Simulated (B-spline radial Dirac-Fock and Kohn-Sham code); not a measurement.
**Run log: Re**

ΔSCF core binding energies without Breit or QED terms, calculated with a radial B-spline solver. Keys: rel is the Hamiltonian (dirac, or spin-free x2c and nr, where L3 and M5 stand for the whole 2p and 3d shells), method is hf or an exchange,correlation pair (spin-unpolarised, also for the hole states), nuc the nuclear model, radius_factor scales its radius, rmax is the box in bohr, h the logarithmic mesh step, order the B-spline order, points the quadrature points per cell, c_factor scales the speed of light, and damp, ndamp, maxit and tol steer the iteration. The run stops when the commutator error falls below 10·tol·max(1, Z/10), or the numerical noise floor, and the energy has settled to about 1e-8 Ha; the virial ratio is −V/T.

Input (task.json):

```json
{"items": [{"Z": 75, "q": 0, "cfg": [[1, 0, 2], [2, 0, 2], [2, 1, 6], [3, 0, 2], [3, 1, 6], [3, 2, 10], [4, 0, 2], [4, 1, 6], [4, 2, 10], [4, 3, 14], [5, 0, 2], [5, 1, 6], [5, 2, 5], [6, 0, 2]], "A": 187, "rrms": 5.3698, "do": "settings", "holes": ["K", "L3", "M5"],
  "settings": [{"rel": "dirac", "method": "hf", "nuc": "fermi", "radius_factor": 1.0, "rmax": 45.0, "h": 0.3, "order": 8, "points": 10, "c_factor": 1.0, "maxit": 2, "damp": 0.5, "ndamp": 3, "tol": 1e-08}]}]}
```

Command: `python xray2_run.py task.json out`

Ground-state iterations:

```
iter   energy (Ha)        error
   1   -16706.17685229  2.17e+00
   2   -16706.24585718  2.61e-01
```

The ground state had not converged after 2 iterations, with total energy -16706.24586 Ha, virial ratio 1.88894 and highest orbital energy -10.94 eV. ΔSCF binding energies: K (1s) 72028.3 eV, L3 (2p3/2) 10551.3 eV, M5 (3d5/2) 1865.9 eV (not all states converged, so these are not final).

Task: One setting is unsound. Which, and why?

Result: maxit ends the run before self-consistency. With the default settings (Dirac Hartree-Fock): The ground state converged in 11 iterations, with total energy -16707.58330 Ha, virial ratio 1.88497 and highest orbital energy -7.57 eV. ΔSCF binding energies: K (1s) 72047.4 eV, L3 (2p3/2) 10574.1 eV, M5 (3d5/2) 1895.6 eV.
